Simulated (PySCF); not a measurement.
A series of substituents X on one scaffold: allenyl-X. All species are isolated molecules in the gas phase. One relaxed conformer stands for each flexible species; it need not be the lowest. Strings in code marks are SMILES.

Level of theory: PySCF with ωB97X-D3(BJ)/def2-TZVP // PBE0-D3(BJ)/def2-TZVP. All candidates: neutral, multiplicity 1. Delta-SCF ions had no search for a lower state. Excitations are Tamm–Dancoff values on a coarser integration grid. The basis has no diffuse functions, so Rydberg states are missing or too high.

```
Item                                      Result
--------------------------------------  --------
T1 excitation (TDA)                      4.27 eV
HOMO                                    -8.37 eV
vertical ionisation energy (Delta-SCF)   8.21 eV
```

Task: Name which member has these values.
(A) `C=C=CSC`
(B) `C=C=CNC`
(C) `C=C=CI`
(D) `C=C=CO`

Result: A, `C=C=CSC`. The others give `C=C=CO`: 4.37 eV, -9.04 eV, 9.02 eV; `C=C=CNC`: 4.32 eV, -8.11 eV, 7.92 eV; `C=C=CI`: 3.85 eV, -9.25 eV, 9.18 eV
